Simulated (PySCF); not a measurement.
C₂H₇ClSi₂. Atoms are numbered in the order given.

```xyz
12

Cl     2.2930     0.0015    -0.5250
Si     0.4848    -0.1109     0.4891
C     -0.7543    -1.4292    -0.1011
C     -2.0488    -0.6442     0.2396
Si    -1.4085     1.1501    -0.0133
H      0.8003    -0.2329     1.9444
H     -0.6907    -2.4377     0.3363
H     -0.6447    -1.5327    -1.1941
H     -2.9288    -0.9465    -0.3497
H     -2.3116    -0.7730     1.3035
H     -1.4723     1.5565    -1.4509
H     -1.9834     2.2318     0.8424
```

Geometry optimised at PBE0-D3(BJ)/def2-SVP. The structure was generated by enumeration; whether it is a known compound was not checked.

The numbers are results of PBE0-D3(BJ)/def2-SVP in PySCF 2.14.0, not measurements.

Frequencies are harmonic and unscaled.

Computed harmonic wavenumbers and intensities:
```csv
mode,ν (cm⁻¹),IR (km/mol),Raman (Å⁴/amu),depolarisation,moving atoms (share of kinetic energy)
1,95,1.0,1.1,0.61,"Si 28 %, C 25 %, H 25 %, Cl 22 %"
2,145,1.1,3.1,0.68,"Si 41 %, Cl 24 %, H 20 %, C 15 %"
3,206,3.5,0.9,0.73,"H 42 %, C 26 %, Si 20 %, Cl 12 %"
4,312,2.3,6.4,0.40,"C 32 %, H 26 %, Cl 21 %, Si 21 %"
5,409,4.7,15.7,0.22,"Si 61 %, H 30 %"
6,450,14.2,7.1,0.59,"H 71 %, Si 21 %"
7,530,2.0,7.2,0.43,"H 73 %, Si 22 %"
8,563,91.9,8.0,0.46,"Si 50 %, Cl 28 %, H 11 %, C 11 %"
9,634,12.3,5.2,0.73,"H 86 %, Si 9 %"
10,652,13.5,12.7,0.42,"H 56 %, C 31 %, Si 12 %"
11,687,15.5,17.1,0.31,"H 43 %, C 34 %, Si 22 %"
12,724,125.8,8.4,0.14,"H 55 %, C 23 %, Si 22 %"
13,761,123.7,1.7,0.71,"H 64 %, C 27 %, Si 9 %"
14,790,24.8,7.3,0.61,"H 83 %, Si 14 %"
15,862,79.5,1.2,0.52,"H 70 %, C 22 %"
16,929,80.9,13.4,0.75,H 94 %
17,955,3.0,5.0,0.36,"C 58 %, H 42 %"
18,1008,12.6,5.8,0.74,H 96 %
19,1083,1.9,4.3,0.64,"H 62 %, C 38 %"
20,1190,4.8,0.7,0.75,"H 64 %, C 36 %"
21,1231,1.0,4.8,0.48,"H 82 %, C 18 %"
22,1415,9.6,17.4,0.75,H 93 %
23,1427,5.1,7.2,0.61,"H 91 %, C 9 %"
24,2221,138.0,100.6,0.23,H 98 %
25,2223,24.9,298.9,0.22,H 97 %
26,2235,136.9,118.7,0.43,H 96 %
27,3071,9.6,98.5,0.31,H 95 %
28,3073,5.7,159.8,0.07,H 94 %
29,3135,4.5,141.6,0.46,"H 90 %, C 10 %"
30,3144,3.9,107.5,0.72,"H 90 %, C 10 %"
```
